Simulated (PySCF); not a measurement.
Sb(I)3 cation (I3Sb), SMILES [I][Sb]([I])[I] (connectivity only; charge and spin as stated), charge +1, multiplicity 2.

Coordinates come from a B3LYP-D3(BJ)/def2-SVP optimisation. The multiplicity is an assumed one; no other spin state was optimised. The isomer is the one that the SMILES or the coordinates give; other isomers of the formula were not compared. The def2 effective core potentials stand for the cores of I, Sb; spin–orbit coupling is left out.

Calculation: PySCF with TDA-PBE/def2-SVPD.

Vertical excitations; the highest root listed may be one member of a degenerate set. Gas-phase values at a fixed geometry.

Question: List the lowest excited states. (The exact figures need the calculation; the answer reports its results.)

Answer: 
```csv
state,energy (eV),λ (nm),f,main pairs
root 1,0.31,3951,0.000,β HOMO→LUMO 100 %
root 2,0.60,2054,0.001,"β HOMO−2→LUMO, β HOMO−3→LUMO (degenerate set)"
root 3,0.60,2054,0.001,"β HOMO−1→LUMO, β HOMO−4→LUMO (degenerate set)"
root 4,0.99,1249,0.015,"β HOMO−3→LUMO, β HOMO−2→LUMO (degenerate set)"
root 5,0.99,1249,0.015,"β HOMO−4→LUMO, β HOMO−1→LUMO (degenerate set)"
root 6,1.89,655,0.002,β HOMO−5→LUMO 97 %
root 7,2.68,462,0.000,"α HOMO→LUMO 58 %, β HOMO→LUMO+1 42 %"
root 8,2.84,436,0.000,"α HOMO−2→LUMO, β HOMO−1→LUMO+1 (degenerate set)"
root 9,2.84,436,0.000,"α HOMO−3→LUMO, β HOMO−2→LUMO+1 (degenerate set)"
root 10,2.85,435,0.003,α HOMO−1→LUMO 98 %
```
Unrestricted roots are not spin-pure.
